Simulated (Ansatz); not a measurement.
PbSe2⁻. The state is a doublet with charge -1. Geometry r2SCAN-D4/def2-TZVPD; atoms count from 1.

```csv
atom,x (Å),y (Å),z (Å)
Pb1,-0.851,0.572,-0.778
Se2,1.316,1.190,0.500
Se3,-0.465,-1.763,0.277
```

In the def2 sets Pb takes a core potential; there is no spin–orbit coupling. Another isomer (doublet) lies 0.04 eV lower at PBE0-D4/def2-TZVPD; other spin states weren't run for this one.

Q: Estimate the Mulliken populations from the PBE0/def2-TZVPD orbitals of Ansatz.

A: 
| atom | charge (e) | spin (α − β) |
| --- | --- | --- |
| Pb1 | 0.24 | -0.11 |
| Se2 | -0.62 | 0.56 |
| Se3 | -0.62 | 0.56 |
Mulliken values and Mayer orders depend strongly on the basis. With diffuse functions, as here, like atoms can get unlike values, and bond orders can come out too low or too high.

Q: Where does the spin sit?

A: Summed by element: Pb -0.11, Se 1.11, of 1 unpaired in all. Largest on single atoms: Se2 0.56, Se3 0.56, Pb1 -0.11.

Q: And the Mayer bond orders between bonded heavy atoms (over 0.3)?

A: Pb1–Se2 1.21 (2.59 Å); Pb1–Se3 1.21 (2.59 Å). Values over 0.3 also appear between atoms too far apart for a bond (Se2–Se3 0.40 at 3.46 Å); they arise where an orbital or an unpaired electron spreads over both atoms.
